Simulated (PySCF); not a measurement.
**Electronic structure of Rb (rubidium, neutral) at the TPSS level**

Configuration: [Kr] 5s1, 2S determinant. All numbers are calculated (PySCF 2.14, the spin-free X2C one-electron Hamiltonian (Gaussian nucleus), in x2c-TZVPall (8s6p6d1f, 63 functions)).

| Property | Result |
| --- | --- |
| Total energy | -2980.87 hartree |
| One-electron energy | -4131.11 hartree |
| Hartree (Coulomb) energy | 1251.66 hartree |
| Exchange-correlation energy | -101.43 hartree |
| ⟨S²⟩ | 0.7501 |
| ⟨L²⟩ | 0.000 |
| Sum of ⟨r⟩ | 29.29 bohr |
| Sum of ⟨r²⟩ | 63.52 bohr² |
| Langevin diamagnetic susceptibility | -50.3 ×10⁻⁶ cm³/mol |
| Time after the integrals | 1.9 s of wall time on 1 thread of Neoverse-V2 (shared host) |

```csv
shell,electrons,mean orbital energy (hartree),"rms radius, mean of both spins (bohr)"
1s α,1,-552.61335,0.0464
1s β,1,-552.61314,0.0464
2s α,1,-73.90285,0.193
2s β,1,-73.90271,0.193
2p α,3,-65.46827,0.171
2p β,3,-65.46814,0.171
3s α,1,-11.01991,0.546
3s β,1,-11.01964,0.546
3p α,3,-8.30420,0.560
3p β,3,-8.30390,0.560
3d α,5,-3.82672,0.582
3d β,5,-3.82635,0.582
4s α,1,-1.18735,1.56
4s β,1,-1.18544,1.56
4p α,3,-0.59554,1.86
4p β,3,-0.59264,1.86
5s α,1,-0.08555,5.64
```

Densities and radii are taken from the X2C orbitals without a picture-change correction, which distorts them close to the nucleus.
